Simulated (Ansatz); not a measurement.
One change: `[SiH3][O][In]([SH])[Cl]` becomes `[SiH3][O][In]([SH])[O][SiH3]`.

Ansatz, PBE0-D4/def2-TZVP geometries, multiplicity 1. Each molecule was computed in one conformer, which needn't be the lowest.

Elements past krypton have def2 core potentials.

```
                                          property  `[SiH3][O][In]([SH])[Cl]`
                 LUMO energy (PBE/def2-TZVPP) / eV                      -3.21
size of the dipole moment (ωB97M-V/def2-TZVPP) / D                       1.55
             HOMO energy (ωB97M-V/def2-TZVPP) / eV                     -10.42
             LUMO energy (ωB97M-V/def2-TZVPP) / eV                      -0.42
               HOMO–LUMO gap (PBE/def2-TZVPP) / eV                       3.74
                LUMO energy (PBE0/def2-TZVPP) / eV                      -2.33
```

Question: What does the change do to each property? (An estimate is asked.)

Answer: Computed: 
```csv
property,`[SiH3][O][In]([SH])[O][SiH3]`,shift
LUMO energy (PBE/def2-TZVPP) / eV,-3.13,0.08
size of the dipole moment (ωB97M-V/def2-TZVPP) / D,1.59,0.04
HOMO energy (ωB97M-V/def2-TZVPP) / eV,-10.40,0.02
LUMO energy (ωB97M-V/def2-TZVPP) / eV,-0.37,0.05
HOMO–LUMO gap (PBE/def2-TZVPP) / eV,3.79,0.05
LUMO energy (PBE0/def2-TZVPP) / eV,-2.23,0.10
```

Dipoles are sizes alone; their direction can turn.
